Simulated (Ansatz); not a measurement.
Calculated with Ansatz (gas phase, PBE0-D4/def2-TZVP geometries, no zero-point term in ΔE). CCSD(T)/CBS adds triple-zeta CCSD(T) − MP2 to the extrapolated MP2 energy (def2 sets, frozen cores). This one scheme is used for every species. Functionals use def2-TZVPP.

`F[CH]([AlH2])[SiH3]` → `[AlH2][SiH3]` + `[CH]F`  (formal loss of a carbene)

`F[CH]([AlH2])[SiH3]`:

Z-matrix (Å, degrees):
```
C
Al 1 1.978
Si 1 1.890 2 114.1
F 1 1.412 2 110.8 3 123.4
H 1 1.101 2 108.9 3 -118.7
H 2 1.587 1 117.4 3 62.1
H 2 1.582 1 119.9 3 -117.0
H 3 1.488 1 107.5 2 -62.8
H 3 1.488 1 110.3 2 55.6
H 3 1.486 1 111.5 2 176.6
```

`[AlH2][SiH3]`:

Cartesian coordinates in Å:
```
Al 0.147 -1.211 -0.703
Si -0.126 0.909 0.508
H -0.710 -1.544 -1.998
H 1.203 -2.279 -0.185
H -0.518 0.656 1.925
H 1.160 1.664 0.544
H -1.156 1.804 -0.090
```

`[CH]F`:

Z-matrix (Å, degrees):
```
C
F 1 1.301
H 1 1.126 2 102.3
```

| species | ωB97M-V energy (Eh) |
| --- | --- |
| `F[CH]([AlH2])[SiH3]` | -673.41586 |
| `[AlH2][SiH3]` | -534.84742 |
| `[CH]F` | -138.42791 |

Problem. Work out ΔE.

Solution. ΔE = (-534.84742) + (-138.42791) − (-673.41586) = 0.14053 Eh = +369.0 kJ/mol. CCSD(T)/CBS gives +363.4 kJ/mol.

Largest T1 diagnostic among the species: 0.018.

In def2-TZVPP, CCSD(T) changes the Hartree–Fock value by +41.9 kJ/mol (the triples alone add +3.6 kJ/mol) and MP2 by +76.3 kJ/mol. The D4 term adds +12.3 kJ/mol with B3LYP and +6.5 kJ/mol with PBE0; it sums over pairs of atoms, weighted by their polarisabilities, and B3LYP, whose exchange is more repulsive, gets the larger term. From BLYP to BHLYP (50 % exact exchange), in def2-TZVPP and without D4, ΔE moves by +18.4 kJ/mol.

B3LYP here is the variant with VWN-RPA as its local correlation; programs differ in this.
